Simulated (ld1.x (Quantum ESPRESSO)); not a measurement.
**Configuration tests for potassium (K) (TM semilocal)**

* Element: K (Z = 19)
* Generator: ld1.x (Quantum ESPRESSO) 7.5
* Type: norm-conserving Troullier–Martins (semilocal form)
* Functional: LDA (PZ)
* Relativity: scalar-relativistic
* Frozen core: [Ar]
* Valence charge: 1
* Reference configuration: 4s1 4p0
* Partial waves: 4p (bound, empty): rc 4.20 bohr; 3d channel at 0.25 Ry: rc 3.60 bohr; 4s (bound): rc 4.20 bohr
* Local potential: the s channel
* Core correction: none

Energies are relative to the spin-unpolarised reference configuration 4s1 4p0; without spin polarisation the order of configurations can differ from experiment. Spin-polarised rows fill each open shell by Hund’s rule, majority spin first.

```
     valence configuration  charge  ΔE all-electron (eV)  error AE − PS (meV)
  4s1 4p0 (spin-polarised)       0                -0.140                  +43
4s0.5 4p0 (spin-polarised)    +0.5                 1.660                  +37
```

Question: What are ΔE and the potential's error for 4s0.5 4p0?

Answer: ΔE = 1.710 eV all-electron; the error (AE − PS) is +15 meV.

Question: What are ΔE and the potential's error for 4s0 4p1?

Answer: ΔE = 1.630 eV all-electron; the error (AE − PS) is +52 meV.

Levels in the configuration 4s0.5 4p0 (spin-polarised):

| level | all-electron (eV) | pseudo (eV) |
| --- | --- | --- |
| 4s up | -4.586 | -4.551 |
